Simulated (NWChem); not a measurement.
System: RbI; SMILES [Rb][I]

The following NWChem deck was run.

```
start job
memory heap 200 mb stack 900 mb global 1100 mb
geometry units angstroms noautoz
  Rb     0.000000     0.000000    -1.903600
  I      0.000000     0.000000     1.325380
end
basis spherical
  Rb library def2-svp
  I library def2-svp
end
ecp
  Rb library def2-ecp
  I library def2-ecp
end
dft
  xc becke88 lyp
  iterations 200
  convergence diis 20
end
task dft gradient
```

Output (shortened):

```
             Northwest Computational Chemistry Package (NWChem) 7.3.0
             --------------------------------------------------------

 ORDER OF PRIMARY AXIS IS BEING SET TO 4
 C4V symmetry detected

                             Geometry "geometry" -> ""
                             -------------------------

 Output coordinates in angstroms (scale by  1.889725989 to convert to a.u.)

  No.       Tag          Charge          X              Y              Z
 ---- ---------------- ---------- -------------- -------------- --------------
    1 Rb                  37.0000     0.00000000     0.00000000    -1.90151044
    2 I                   53.0000     0.00000000     0.00000000     1.32746956

 Effective nuclear repulsion energy (a.u.)     321.3759717584

      Symmetry information
      --------------------

 Group name             C4v
 Group number             18
 Group order               8
 No. of unique centers     2

                                 NWChem DFT Module
                                 -----------------

 Summary of "ao basis" -> "ao basis" (spherical)
 ------------------------------------------------------------------------------
       Tag                 Description            Shells   Functions and Types
 ---------------- ------------------------------  ------  ---------------------
 Rb                         def2-svp                10       24   5s3p2d
 I                          def2-svp                10       26   4s4p2d

      Symmetry analysis of basis
      --------------------------

        a1         20
        a2          0
        b1          4
        b2          4
        e          22

            General Information
            -------------------
          SCF calculation type: DFT
          Wavefunction type:  closed shell.
          No. of atoms     :     2
          No. of electrons :    34
           Alpha electrons :    17
            Beta electrons :    17
          Charge           :     0
          Spin multiplicity:     1
          Use of symmetry is: on ; symmetry adaption is: on
          Maximum number of iterations: 200
          AO basis - number of functions:    50
                     number of shells:    20
          Convergence on energy requested:  1.00D-06
          Convergence on density requested:  1.00D-05
          Convergence on gradient requested:  5.00D-04

              XC Information
              --------------
                    Becke 1988 Exchange Functional  1.000
              Lee-Yang-Parr Correlation Functional  1.000

             Grid Information
             ----------------
          Grid used for XC integration:  medium
          Radial quadrature: Mura-Knowles
          Angular quadrature: Lebedev.
          Tag              B.-S. Rad. Rad. Pts. Rad. Cut. Ang. Pts.
          ---              ---------- --------- --------- ---------
          Rb                  2.35      123          13.0       590
          I                   1.40      123          13.0       590
          Grid pruning is: on
          Number of quadrature shells:   246
          Spatial weights used:  Erf1

      Superposition of Atomic Density Guess
      -------------------------------------

 Sum of atomic energies:        -374.59323032

      Non-variational initial energy
      ------------------------------

 Total energy =    -320.372404
 1-e energy   =    -630.320645
 2-e energy   =     273.074405
 HOMO         =      -0.356896
 LUMO         =      -0.044531

      Symmetry analysis of molecular orbitals - initial
      -------------------------------------------------

 !! scf_movecs_sym_adapt:    8 vectors were symmetry contaminated

  Symmetry fudging

 !! scf_movecs_sym_adapt:    8 vectors were symmetry contaminated

  Numbering of irreducible representations:

     1 a1          2 a2          3 b1          4 b2          5 e

  Orbital symmetries:

     1 a1          2 a1          3 e           4 e           5 a1
     6 e           7 e           8 b2          9 b1         10 a1
    11 a1         12 e          13 e          14 a1         15 a1
    16 e          17 e          18 a1         19 e          20 e
    21 a1         22 a1         23 b1         24 b2         25 e
    26 e          27 a1

   convergence    iter        energy       DeltaE   RMS-Dens  Diis-err
 ---------------- ----- ----------------- --------- --------- ---------
 d= 0,ls=0.0,diis     1   -321.7546333846 -3.59D+02  4.40D-02  1.71D-01
 d= 0,ls=0.0,diis     2   -321.6046380618  1.50D-01  3.71D-02  6.97D-01
 d= 0,ls=0.0,diis     3   -321.7825927935 -1.78D-01  5.02D-03  1.11D-02
 d= 0,ls=0.0,diis     4   -321.7858863660 -3.29D-03  7.04D-04  3.61D-04
 d= 0,ls=0.0,diis     5   -321.7859354778 -4.91D-05  2.76D-04  5.39D-05
 d= 0,ls=0.0,diis     6   -321.7859507825 -1.53D-05  4.40D-05  2.73D-06
 d= 0,ls=0.0,diis     7   -321.7859513769 -5.94D-07  1.18D-05  1.33D-07
 d= 0,ls=0.0,diis     8   -321.7859514101 -3.33D-08  1.41D-06  2.65D-10

         Total DFT energy =     -321.785951410129
      One electron energy =     -633.731046812609
           Coulomb energy =      301.003058638952
    Exchange-Corr. energy =      -25.931799873717
 Nuclear repulsion energy =       36.873836637245

 Numeric. integr. density =       34.000000034204

                  Occupations of the irreducible representations
                  ----------------------------------------------

                     irrep           alpha         beta
                     --------     --------     --------
                     a1                7.0          7.0
                     a2                0.0          0.0
                     b1                1.0          1.0
                     b2                1.0          1.0
                     e                 8.0          8.0

                       DFT Final Molecular Orbital Analysis
                       ------------------------------------

 Vector   15  Occ=2.000000D+00  E=-1.629685D-01  Symmetry=a1
              MO Center=  3.7D-15,  6.2D-16,  1.1D+00, r^2= 2.9D+00
   Bfn.  Coefficient  Atom+Function         Bfn.  Coefficient  Atom+Function
  ----- ------------  ---------------      ----- ------------  ---------------
    37      0.553718  2 I  pz                40      0.532161  2 I  pz
     4     -0.281026  1 Rb s                 34     -0.231045  2 I  pz
    31     -0.187053  2 I  pz                 2      0.130803  1 Rb s
     8      0.124153  1 Rb pz                 5      0.088158  1 Rb s
    27      0.075919  2 I  s                 17     -0.061025  1 Rb d  0

 Vector   16  Occ=2.000000D+00  E=-1.505818D-01  Symmetry=e
              MO Center=  3.0D-17,  7.9D-16,  1.3D+00, r^2= 2.4D+00
   Bfn.  Coefficient  Atom+Function         Bfn.  Coefficient  Atom+Function
  ----- ------------  ---------------      ----- ------------  ---------------
    36      0.558772  2 I  py                39      0.545610  2 I  py
    33     -0.233644  2 I  py                30     -0.188815  2 I  py
    21      0.077943  1 Rb d -1              13      0.074080  1 Rb py
    35     -0.059412  2 I  px                38     -0.058012  2 I  px
     7     -0.051271  1 Rb py                16      0.040188  1 Rb d -1

 Vector   17  Occ=2.000000D+00  E=-1.505818D-01  Symmetry=e
              MO Center= -1.5D-16, -7.1D-16,  1.3D+00, r^2= 2.4D+00
   Bfn.  Coefficient  Atom+Function         Bfn.  Coefficient  Atom+Function
  ----- ------------  ---------------      ----- ------------  ---------------
    35      0.558772  2 I  px                38      0.545610  2 I  px
    32     -0.233644  2 I  px                29     -0.188815  2 I  px
    23     -0.077943  1 Rb d  1              12      0.074080  1 Rb px
    36      0.059412  2 I  py                39      0.058012  2 I  py
     6     -0.051271  1 Rb px                18     -0.040188  1 Rb d  1

 Vector   18  Occ=0.000000D+00  E=-7.595843D-02  Symmetry=a1
              MO Center= -1.2D-15, -1.3D-15, -2.8D+00, r^2= 8.6D+00
   Bfn.  Coefficient  Atom+Function         Bfn.  Coefficient  Atom+Function
  ----- ------------  ---------------      ----- ------------  ---------------
     4      0.904192  1 Rb s                 14     -0.267005  1 Rb pz
     2     -0.226112  1 Rb s                 40      0.210403  2 I  pz
     8      0.173448  1 Rb pz                 5      0.171118  1 Rb s
    37      0.142608  2 I  pz                 3     -0.129595  1 Rb s
    28     -0.118927  2 I  s                  1     -0.092076  1 Rb s

 Vector   19  Occ=0.000000D+00  E=-1.822796D-02  Symmetry=e
              MO Center=  1.7D-15, -2.7D-14, -3.0D+00, r^2= 1.5D+01
   Bfn.  Coefficient  Atom+Function         Bfn.  Coefficient  Atom+Function
  ----- ------------  ---------------      ----- ------------  ---------------
    13      0.922279  1 Rb py                21     -0.316678  1 Rb d -1
     7     -0.224987  1 Rb py                10      0.075576  1 Rb py
    16     -0.073378  1 Rb d -1              36     -0.059712  2 I  py
    39     -0.058303  2 I  py

 Vector   20  Occ=0.000000D+00  E=-1.822796D-02  Symmetry=e
              MO Center= -5.0D-15,  4.1D-15, -3.0D+00, r^2= 1.5D+01
   Bfn.  Coefficient  Atom+Function         Bfn.  Coefficient  Atom+Function
  ----- ------------  ---------------      ----- ------------  ---------------
    12      0.922279  1 Rb px                23      0.316678  1 Rb d  1
     6     -0.224987  1 Rb px                 9      0.075576  1 Rb px
    18      0.073378  1 Rb d  1              35     -0.059712  2 I  px
    38     -0.058303  2 I  px

     Multipole analysis of the density
     ---------------------------------

[...]

                         DFT ENERGY GRADIENTS

    atom               coordinates                        gradient
                 x          y          z           x          y          z
   1 Rb      0.000000   0.000000  -3.593334    0.000000   0.000000   0.002462
   2 I       0.000000   0.000000   2.508554    0.000000   0.000000  -0.002462
```

Level: BLYP/def2-SVP with def2 effective core potentials on Rb, I. Geometry: optimised at PBE0/def2-SVP. def2 effective core potentials on Rb, I; no spin-orbit coupling.
